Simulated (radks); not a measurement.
The numbers below are computed, except where a source is named.
Q: N, configuration [He] 2s2 2p3. Code: a radial shooting solver on a logarithmic mesh with Libxc functionals. Model: scalar-relativistic Kohn-Sham, LDA (Slater exchange, Perdew-Wang correlation), spin-unpolarised, spherical densities, finite nucleus; Fermi nuclear charge, rms radius 2.5582 fm; hard spherical wall at 7 bohr. Some entries of the table are withheld. Estimate them.

| orbital | occ. | eigenvalue (hartree) | <r> (bohr) |
|---|---|---|---|
| 1s | 2 | -14.01756 | (1) |
| 2s | 2 | -0.67509 | 1.329 |
| 2p | 3 | -0.26406 | 1.474 |
| 3s | 0 | 0.07610 | 3.934 |
| 3p | 0 | 0.16396 | (2) |
| 3d | 0 | 0.23994 | 4.177 |

A: 
(1) 1s <r> (bohr): 0.2312
(2) 3p <r> (bohr): 4.025
